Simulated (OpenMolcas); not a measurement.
A run on Cr+.

```yaml
Program: OpenMolcas
Method: "SS-CASPT2, IPEA 0.15 Eh, no level shift (closed shells correlated: 3s 3p)"
Basis: ANO-RCC-VQZP [7s6p4d3f2g1h]
Scalar_Hamiltonian: DKH4, point nucleus
Active_space: 5 electrons in 6 orbitals (3d 4s)
State_averaging: 2S+1 = 6 even, 6 roots; 2S+1 = 4 even, 5 roots
Spin-orbit_coupling: state interaction with AMFI integrals over the reference wave functions, term energies averaged over their components
```

First CASPT2 step and the start of its output:

```
&CASPT2
Multistate=6 1 2 3 4 5 6
Frozen=2 3
IPEA=0.15
MaxIter=60
WThr=0.0 0.3 0.05
PrWF=0.5
NoMix
```

```
--- CASPT2 ---
Orbital specifications:
      -----------------------

      Symmetry species                           1   2
                                                ag  au
      Frozen orbitals                            2   3
      Inactive orbitals                          1   3
      Active orbitals                            6   0
      Secondary orbitals                        36  44
      Deleted orbitals                           0   0
      Number of basis functions                 45  50
Type of calculation                        MS-CASPT2
      Fock operator                              state-specific
      IPEA shift                                 0.15
      Real shift                                 0.00
      Imaginary shift                            0.00
      The input orbitals will be transformed to quasi-canonical
Reference energy:       -1049.4159540113
      E2 (Non-variational):      -0.4742710505
      E2 (Variational):          -0.4742710564
      Total energy:           -1049.8902250676
      Residual norm:              0.0000000985
      Reference weight:           0.92646
      Contributions to the CASPT2 correlation energy
      Active & Virtual Only:         -0.0726118740
      One Inactive Excited:          -0.2307522171
      Two Inactive Excited:          -0.1709069594
Reference energy:       -1049.4159540113
      E2 (Non-variational):      -0.4742876888
      E2 (Variational):          -0.4742876945
      Total energy:           -1049.8902417058
      Residual norm:              0.0000000954
      Reference weight:           0.92645
      Contributions to the CASPT2 correlation energy
      Active & Virtual Only:         -0.0726127496
      One Inactive Excited:          -0.2307702753
...
```

Over all roots the printed reference weights run from 0.67 to 0.93, and roots that are degenerate in the reference spread by up to 4.5 cm-1.

Task: Did the run give usable levels, and if not, why?

Result: No. The equations converged, but the reference weight falls to 0.67 for at least one root against 0.93 for the best. A drop of that size marks an intruder state, so the energies of such roots and the levels built on them can't be trusted.
